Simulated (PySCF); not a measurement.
# Magnetic susceptibility: `C=C[C@H](C)C#CC(=C)C`, C$_{9}$H$_{12}$

Molfile (atoms numbered from 1):
```
C9H12
     RDKit          3D

 21 20  0  0  0  0  0  0  0  0999 V2000
   -3.1912   -1.3492    0.1025 C   0  0  0  0  0  0  0  0  0  0  0  0
   -2.3405   -0.4120   -0.2681 C   0  0  0  0  0  0  0  0  0  0  0  0
   -1.5028    0.3937    0.6866 C   0  0  2  0  0  0  0  0  0  0  0  0
   -1.8389    1.8870    0.5699 C   0  0  0  0  0  0  0  0  0  0  0  0
   -0.0948    0.1828    0.3923 C   0  0  0  0  0  0  0  0  0  0  0  0
    1.0700    0.0489    0.1224 C   0  0  0  0  0  0  0  0  0  0  0  0
    2.4424   -0.1417   -0.1783 C   0  0  0  0  0  0  0  0  0  0  0  0
    3.3161    0.8545   -0.0566 C   0  0  0  0  0  0  0  0  0  0  0  0
    2.8195   -1.5213   -0.6321 C   0  0  0  0  0  0  0  0  0  0  0  0
   -3.7786   -1.9018   -0.6110 H   0  0  0  0  0  0  0  0  0  0  0  0
   -3.3391   -1.6067    1.1391 H   0  0  0  0  0  0  0  0  0  0  0  0
   -2.2041   -0.1691   -1.3137 H   0  0  0  0  0  0  0  0  0  0  0  0
   -1.6981    0.0583    1.7126 H   0  0  0  0  0  0  0  0  0  0  0  0
   -1.2245    2.4658    1.2560 H   0  0  0  0  0  0  0  0  0  0  0  0
   -2.8875    2.0531    0.8075 H   0  0  0  0  0  0  0  0  0  0  0  0
   -1.6488    2.2371   -0.4425 H   0  0  0  0  0  0  0  0  0  0  0  0
    4.3601    0.7162   -0.2823 H   0  0  0  0  0  0  0  0  0  0  0  0
    3.0146    1.8344    0.2725 H   0  0  0  0  0  0  0  0  0  0  0  0
    2.2693   -1.7832   -1.5356 H   0  0  0  0  0  0  0  0  0  0  0  0
    3.8862   -1.5792   -0.8352 H   0  0  0  0  0  0  0  0  0  0  0  0
    2.5616   -2.2509    0.1352 H   0  0  0  0  0  0  0  0  0  0  0  0
  1  2  2  0
  2  3  1  0
  3  4  1  0
  3  5  1  0
  5  6  3  0
  6  7  1  0
  7  8  2  0
  7  9  1  0
  1 10  1  0
  1 11  1  0
  2 12  1  0
  3 13  1  1
  4 14  1  0
  4 15  1  0
  4 16  1  0
  8 17  1  0
  8 18  1  0
  9 19  1  0
  9 20  1  0
  9 21  1  0
M  END
```

Computed, not measured: GIAO OPBE/MINI magnetisability, non-relativistic, IEF-PCM dichloromethane in PySCF. Geometry: GFN2-xTB.

**Question.** How diamagnetic is it, and how anisotropic?

**Answer.** Isotropic -1663 × 10⁻³⁰ J/T², or -100.1 × 10⁻⁶ cm³/mol; principal values -1774, -1619, -1595 × 10⁻³⁰ J/T², anisotropy 169 × 10⁻³⁰ J/T² (root of half the summed squared differences of the principal values). The susceptibility is in cgs units.

**Question.** Split it along the inertial axes a, b, c into diamagnetic and paramagnetic parts about the centre of mass, with the quadrupole moment.

**Answer.** 
```
axis  χ (10⁻⁶ cm³/mol)  diamagnetic (10⁻⁶ cm³/mol)  paramagnetic (10⁻⁶ cm³/mol)  summed x² of all electrons (Å²)  quadrupole Θ (D Å)
   a            -102.1                      -561.9                        459.8                            400.7               +7.27
   b            -101.6                     -1807.1                       1705.5                            107.2               -2.43
   c             -96.7                     -2154.8                       2058.1                             25.2               -4.84
```
Anisotropies 2χaa − χbb − χcc = -5.9 and 2χbb − χaa − χcc = -4.3 × 10⁻⁶ cm³/mol. Θ is traceless in Buckingham's convention.
